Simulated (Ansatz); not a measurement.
```yaml
crystal:
  periodic: [false, false, false]
  atoms:
    - {symbol: C, position_ang: [-0.716745, 0.583211, -1.492204]}
    - {symbol: Si, position_ang: [0.563837, -0.091964, -0.328157]}
    - {symbol: N, position_ang: [0.168475, -1.201507, 0.897391]}
    - {symbol: C, position_ang: [0.428142, 0.053396, 1.511884]}
    - {symbol: F, position_ang: [1.521719, 0.072077, 2.362379]}
    - {symbol: H, position_ang: [-0.358928, 1.504318, -1.959735]}
    - {symbol: H, position_ang: [-0.926104, -0.133316, -2.291253]}
    - {symbol: H, position_ang: [-1.649527, 0.796973, -0.967415]}
    - {symbol: H, position_ang: [1.878014, -0.282888, -0.984673]}
    - {symbol: H, position_ang: [-0.451023, -1.913030, 1.245399]}
    - {symbol: H, position_ang: [-0.392461, 0.555730, 2.027085]}
basis:
  gaussian: {orbitals: "6-31G*", fitting: {mean_field: def2-universal-jkfit}}
magnetization: {spin_polarized: true, initial_magnetization: 6}
hamiltonian: {xc: {name: HF}}
correlation: {method: ccsd_t}
```

```sh
$ ansatz run in.yaml --threads 4 --pin off --events-out ev --progress --plain --max-ram 10444MiB
```

It prints (some lines left out):

```
Functional definition: HF
  name "HF"
  cite "Fock, Z. Phys. 61, 126 (1930) doi:10.1007/BF01340294"
  parent pbe
  exchange = exact_x
  correlation = 0
540 factors; integrals over basis functions are off by at most 7.2e-2 eV
mean field evaluation 1: about -14176.1537 eV, gradient 2.1e1 eV
mean field evaluation 2: about -14179.8050 eV, gradient 1.6e1 eV
mean field evaluation 4: about -14182.4087 eV, gradient 3.8e0 eV
mean field evaluation 8: about -14183.1704 eV, gradient 5.8e-1 eV
mean field evaluation 32: about -14183.2215 eV, gradient 5.3e-2 eV
mean field evaluation 64: about -14183.2227 eV, gradient 7.8e-2 eV
mean field evaluation 96: about -14181.9333 eV, gradient 3.7e-1 eV
mean field evaluation 128: about -14180.9132 eV, gradient 9.3e-1 eV
mean field evaluation 160: about -14180.7527 eV, gradient 2.4e-1 eV
mean field -14183.22299650 eV, -521.2238313875 hartree, gradient 5.6e-6 eV, S^2 12.039255; 10 other end points of the search recorded, 0 dependent functions left out
determinant -14183.22299650 eV, -521.2238313875 hartree, with singles and doubles -14201.78077495 eV, -521.9058171666 hartree
determinant -14181.90776981 eV, -521.1754976981 hartree, with singles and doubles -14200.62966565 eV, -521.8635146800 hartree
determinant -14181.41020582 eV, -521.1572125587 hartree, with singles and doubles -14200.21873212 eV, -521.8484131516 hartree
determinant -14180.99294898 eV, -521.1418786527 hartree, with singles and doubles -14199.83062092 eV, -521.8341503278 hartree
9 core orbitals not correlated: weight in the atoms' cores, before any rotation towards them, 1.000 or more for the frozen orbitals, at most 0.000 for the correlated occupied ones
reference -14183.22299650 eV, -521.2238313875 hartree; 18, 12 occupied and 64, 70 virtual orbitals, 540 factors
second order -17.03620873 eV of doubles, -0.00000000 eV of singles
cycle   1  -18.56011479 eV  change   -2.3e-3 eV  update   6.3e-3
cycle   2  -18.56242429 eV  change   -2.3e-3 eV  update   5.3e-3
cycle   3  -18.56148248 eV  change    9.4e-4 eV  update   3.9e-3
cycle   4  -18.56257217 eV  change   -1.1e-3 eV  update   2.1e-3
cycle   5  -18.56668839 eV  change   -4.1e-3 eV  update   1.2e-3
cycle   6  -18.56843884 eV  change   -1.8e-3 eV  update   7.6e-4
cycle   7  -18.56782743 eV  change    6.1e-4 eV  update   4.9e-4
cycle   8  -18.56688445 eV  change    9.4e-4 eV  update   3.0e-4
cycle   9  -18.56679625 eV  change    8.8e-5 eV  update   1.6e-4
cycle  10  -18.56689702 eV  change   -1.0e-4 eV  update   1.1e-4
cycle  11  -18.56706110 eV  change   -1.6e-4 eV  update   7.8e-5
cycle  12  -18.56702500 eV  change    3.6e-5 eV  update   5.0e-5
cycle  13  -18.56700103 eV  change    2.4e-5 eV  update   3.1e-5
perturbative correction -0.61065668 eV, -0.0224412189 hartree
Total energy: -14202.40065421 eV, -521.9285973093 hartree
```

Question: What is wrong with this run?

Answer: The spin is set far too high for this molecule. The run converged. The result belongs to that input, not to the molecule as meant.
